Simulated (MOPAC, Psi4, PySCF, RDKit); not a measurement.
Conformational energy of C₈H₁₀O, SMILES CCc1cccc(O)c1, singlet. Scanned: dihedral C1–C2–C3–C4; all other coordinates were relaxed at GFN2-xTB. Points at φ and −φ are mirror images. Heavy atoms are numbered in the order of the SMILES CCc1cccc(O)c1, hydrogens after them in the order of the atoms that carry them; the mirror image has the same energies with the sign of each dihedral reversed.

- PM6, restricted, heats of formation // GFN2-xTB (MOPAC)
- MMFF94 // GFN2-xTB (RDKit)
- RKS-B3LYP/6-31G* = restricted B3LYP/6-31G*, spherical d, density fitting // GFN2-xTB in PySCF 2.14.0
- PBE-D3(BJ)/def2-SVP // GFN2-xTB (Psi4)

Energies relative to the lowest point of each profile, in eV; the last columns give the difference from PBE-D3(BJ):

```json
[
 {"φ / °": "-150", "PM6": "0.021", "MMFF94": "0.046", "RKS-B3LYP/6-31G*": "0.041", "PBE-D3(BJ)/def2-SVP": "0.029", "PM6 − PBE-D3(BJ)/def2-SVP": "-0.008", "MMFF94 − PBE-D3(BJ)/def2-SVP": "0.017", "RKS-B3LYP/6-31G* − PBE-D3(BJ)/def2-SVP": "0.012"},
 {"φ / °": "-120", "PM6": "0.007", "MMFF94": "0.016", "RKS-B3LYP/6-31G*": "0.014", "PBE-D3(BJ)/def2-SVP": "0.015", "PM6 − PBE-D3(BJ)/def2-SVP": "-0.008", "MMFF94 − PBE-D3(BJ)/def2-SVP": "0.002", "RKS-B3LYP/6-31G* − PBE-D3(BJ)/def2-SVP": "-0.001"},
 {"φ / °": "-90", "PM6": "0.000", "MMFF94": "0.000", "RKS-B3LYP/6-31G*": "0.000", "PBE-D3(BJ)/def2-SVP": "0.000", "PM6 − PBE-D3(BJ)/def2-SVP": "0.000", "MMFF94 − PBE-D3(BJ)/def2-SVP": "0.000", "RKS-B3LYP/6-31G* − PBE-D3(BJ)/def2-SVP": "0.000"},
 {"φ / °": "-60", "PM6": "0.008", "MMFF94": "0.019", "RKS-B3LYP/6-31G*": "0.014", "PBE-D3(BJ)/def2-SVP": "0.015", "PM6 − PBE-D3(BJ)/def2-SVP": "-0.006", "MMFF94 − PBE-D3(BJ)/def2-SVP": "0.004", "RKS-B3LYP/6-31G* − PBE-D3(BJ)/def2-SVP": "-0.001"},
 {"φ / °": "-30", "PM6": "0.024", "MMFF94": "0.048", "RKS-B3LYP/6-31G*": "0.043", "PBE-D3(BJ)/def2-SVP": "0.034", "PM6 − PBE-D3(BJ)/def2-SVP": "-0.010", "MMFF94 − PBE-D3(BJ)/def2-SVP": "0.014", "RKS-B3LYP/6-31G* − PBE-D3(BJ)/def2-SVP": "0.009"},
 {"φ / °": "0", "PM6": "0.031", "MMFF94": "0.051", "RKS-B3LYP/6-31G*": "0.045", "PBE-D3(BJ)/def2-SVP": "0.025", "PM6 − PBE-D3(BJ)/def2-SVP": "0.006", "MMFF94 − PBE-D3(BJ)/def2-SVP": "0.026", "RKS-B3LYP/6-31G* − PBE-D3(BJ)/def2-SVP": "0.019"},
 {"φ / °": "30", "PM6": "0.024", "MMFF94": "0.048", "RKS-B3LYP/6-31G*": "0.043", "PBE-D3(BJ)/def2-SVP": "0.034", "PM6 − PBE-D3(BJ)/def2-SVP": "-0.010", "MMFF94 − PBE-D3(BJ)/def2-SVP": "0.014", "RKS-B3LYP/6-31G* − PBE-D3(BJ)/def2-SVP": "0.009"},
 {"φ / °": "60", "PM6": "0.008", "MMFF94": "0.019", "RKS-B3LYP/6-31G*": "0.014", "PBE-D3(BJ)/def2-SVP": "0.015", "PM6 − PBE-D3(BJ)/def2-SVP": "-0.006", "MMFF94 − PBE-D3(BJ)/def2-SVP": "0.004", "RKS-B3LYP/6-31G* − PBE-D3(BJ)/def2-SVP": "-0.001"},
 {"φ / °": "90", "PM6": "0.000", "MMFF94": "0.000", "RKS-B3LYP/6-31G*": "0.000", "PBE-D3(BJ)/def2-SVP": "0.000", "PM6 − PBE-D3(BJ)/def2-SVP": "0.000", "MMFF94 − PBE-D3(BJ)/def2-SVP": "0.000", "RKS-B3LYP/6-31G* − PBE-D3(BJ)/def2-SVP": "0.000"},
 {"φ / °": "120", "PM6": "0.007", "MMFF94": "0.016", "RKS-B3LYP/6-31G*": "0.014", "PBE-D3(BJ)/def2-SVP": "0.015", "PM6 − PBE-D3(BJ)/def2-SVP": "-0.008", "MMFF94 − PBE-D3(BJ)/def2-SVP": "0.002", "RKS-B3LYP/6-31G* − PBE-D3(BJ)/def2-SVP": "-0.001"},
 {"φ / °": "150", "PM6": "0.021", "MMFF94": "0.046", "RKS-B3LYP/6-31G*": "0.041", "PBE-D3(BJ)/def2-SVP": "0.029", "PM6 − PBE-D3(BJ)/def2-SVP": "-0.008", "MMFF94 − PBE-D3(BJ)/def2-SVP": "0.017", "RKS-B3LYP/6-31G* − PBE-D3(BJ)/def2-SVP": "0.012"},
 {"φ / °": "180", "PM6": "0.026", "MMFF94": "0.052", "RKS-B3LYP/6-31G*": "0.040", "PBE-D3(BJ)/def2-SVP": "0.018", "PM6 − PBE-D3(BJ)/def2-SVP": "0.009", "MMFF94 − PBE-D3(BJ)/def2-SVP": "0.034", "RKS-B3LYP/6-31G* − PBE-D3(BJ)/def2-SVP": "0.023"}
]
```

PM6 is furthest from PBE-D3(BJ)/def2-SVP at -30 (-0.010 eV, below); its mean absolute difference over the points is 0.006 eV.

MMFF94 is furthest from PBE-D3(BJ)/def2-SVP at 180 (0.034 eV, above); its mean absolute difference over the points is 0.011 eV.

RKS-B3LYP/6-31G* is furthest from PBE-D3(BJ)/def2-SVP at 180 (0.023 eV, above); its mean absolute difference over the points is 0.007 eV.
